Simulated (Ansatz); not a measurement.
Z-matrix (Å, degrees):
```
Si
C 1 1.857
S 1 2.144 2 114.2
H 1 1.488 2 109.4 3 -123.7
H 1 1.487 2 111.3 3 116.3
Ga 2 1.972 1 113.5 3 -174.1
H 2 1.095 1 108.2 3 65.0
H 2 1.094 1 108.1 3 -52.7
H 3 1.344 1 94.6 2 -62.3
H 6 1.570 2 119.7 1 -89.6
H 6 1.570 2 119.4 1 90.1
```

Total charge 0; spin multiplicity 1.

Problem. List the CAM-B3LYP/def2-TZVPP orbital energies in eV (Ansatz 0.2.0). (Best estimate.)

Solution. The calculation gave: Occupied: -10139.67, -2419.59, -1801.43, -1251.34, -1108.65, -1108.52, -1108.52, -278.52, -217.65, -162.24, -162.15, -162.03, -151.63, -145.94, -105.17, -104.83, -104.82, -101.30, -101.25, -101.24, -24.96, -24.80, -24.78, -24.67, -24.63, -22.22, -20.95, -16.04, -14.17, -13.61, -12.82, -11.25, -10.96, -10.87, -9.95, -9.55, -8.58. Lowest empty: -0.88, 1.25, 1.55, 2.10, 2.18, 2.71, 2.84, 3.03.
